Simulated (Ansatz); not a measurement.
Species: BNH4, charge 1, doublet. BNH4+ (parent SMILES BN, doublet).
B3LYP-D3(BJ)/def2-TZVP minimum from Ansatz (a program for electronic structure):
```
B
N 1 1.4333
H 2 1.0247 1 123.33
H 2 1.0247 3 113.35 1 180.00
H 1 1.2015 2 119.65 3 -100.74
H 1 1.2015 5 120.69 2 -180.00
```
Charge +1, spin multiplicity 2.

Total energies in cc-pVDZ, 11 correlated electrons, 2 frozen orbitals. UHF or UKS for unpaired electrons; spin-orbit terms are left out. Cores are frozen in correlated methods. No relativity. The spin of H4BN+ (parent SMILES BN, doublet) was assumed, and the state is the lowest solution found for it.

| method | program | energy (Eh) | minus CCSDT(Q) (mEh) |
|---|---|---|---|
| HF | Ansatz | -81.16242 | 258.67 |
| MP2 | Ansatz | -81.37807 | 43.02 |
| CCSD | Ansatz | -81.41453 | 6.56 |
| CCSD(T) | Ansatz | -81.41991 | 1.17 |
| CCSDT(Q) | Ansatz | -81.42109 | 0.00 |

Rough core times of Ansatz's runs on a shared machine: CCSD(T) under 20 s, CCSDT(Q) 60 s.
